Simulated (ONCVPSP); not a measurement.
Transferability test, ONCV potential for technetium

ONCVPSP 4.0.1 input, shortened (lines: element, Z, core and valence counts, functional; n l f; lmax; l rc ep ncon nbas qcut; lloc lpopt rc5 dvloc0; l nproj debl; icmod fcfact rcfact), PBE, scalar-relativistic:

```
  Tc 43.00    6    4        4      upf
    1    0    2.00
    2    0    2.00
    2    1    6.00
    3    0    2.00
    3    1    6.00
    3    2   10.00
    4    0    2.00
    4    1    6.00
    4    2    5.00
    5    0    2.00
    2
    0    1.95    0.00    4    8    6.00
    1    1.35    0.00    4    7    5.60
    2    2.45    0.00    4    9    7.00
    4    5    1.05    0.00
    0    2    3.00
    1    3    2.00
    2    2    1.80
    3    3.00    1.05
```

Energies are relative to the spin-unpolarised reference configuration 4s2 4p6 4d5 5s2; without spin polarisation the order of configurations can differ from experiment.

| valence configuration | charge | ΔE all-electron (eV) | error AE − PS (meV) |
| --- | --- | --- | --- |
| 4s2 4p6 4d5 5s1 | +1 | 8.154 | -2.2 |
| 4s2 4p6 4d5 5s0 | +2 | 23.005 | -11 |
| 4s2 4p6 4d4 5s2 5p1 | 0 | 6.606 | +19 |

Problem. What are ΔE and the potential's error for 4s2 4p6 4d4 5s0?

Solution. ΔE = 51.711 eV all-electron; the error (AE − PS) is -2.9 meV.

Note: no bound ghost flagged; GHOST(+) flagged for s at 88.7 eV.
